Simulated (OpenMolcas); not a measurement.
V2+: moving the ligands

V2+ with 4 ligands (chloride) in tetrahedral coordination (Td) at 2.42 Å. A charge of +0.5 e stands 2.8 Å behind each ligand. Ligand basis ANO-RCC-VDZP.
```
V     0.0000    0.0000    0.0000
Cl    1.3972    1.3972    1.3972
Cl    1.3972   -1.3972   -1.3972
Cl   -1.3972    1.3972   -1.3972
Cl   -1.3972   -1.3972    1.3972
```

```yaml
Program: OpenMolcas 26.06
Method: CASSCF
Basis: ANO-RCC-VDZP [5s4p2d1f]
Scalar_Hamiltonian: DKH2, point nucleus
Active_space: 3 electrons in 5 orbitals (3d)
State_averaging: 2S+1 = 4 even, 10 roots; 2S+1 = 2 even, 40 roots
Spin-orbit_coupling: state interaction with AMFI integrals over the reference wave functions
```

Runs around this geometry, states (labels of Td). Energies in cm-1 above the lowest state or level, χT in cm3 K/mol; under a threefold ground state the first gap can be a small split of the lowest multiplet, not the spin-orbit step; 10Dq and B are least-squares fits to the states below 45000 cm-1, weighted by degeneracy, with a free offset, and given where the rms deviation is under 5 % of |10Dq| (or 100 cm-1) and under 700 cm-1; 10Dq is negative for this site.

```
R (Å)  Ground state  First state of that spin   10Dq  B (rms of fit)  First gap with spin-orbit (degeneracies)  χT at 300 K  First state of another spin
 2.32           4T1                  4T2 3037                                                      15.8 (4, 2)        1.697                     2E 12260
 2.42           4T1                  4T2 2467  -2849       873 (137)                               19.0 (4, 2)        1.676                     2E 13012
 2.47           4T1                  4T2 2223  -2579       883 (122)                               20.9 (4, 2)        1.666                     2E 13315
```

Taking the first state of the same spin as R^-n, n = -ln(2223 / 3037) / ln(2.47 / 2.32) = 5.0 between the shortest and longest distance.

An orbital triplet at a regular site is open to Jahn-Teller coupling, which can distort the site and quench the lowest spin-orbit gaps and is left out. Without dynamic correlation the repulsion within the d shell is too large (B by tens of per cent), so at a given field states of lower spin stand too high. Ligand-to-metal charge-transfer states are missing. With no ligand orbital active B as a rule stays too high, so bands that hang on it stand too high and its fall with covalency is understated. With metal d orbitals alone and no dynamic correlation the field as a rule comes out too small, by tens of per cent, by up to half for chloride and softer ligands. No measured value stands beside these numbers; the geometry was imposed, not optimised, and the real ion may take another.
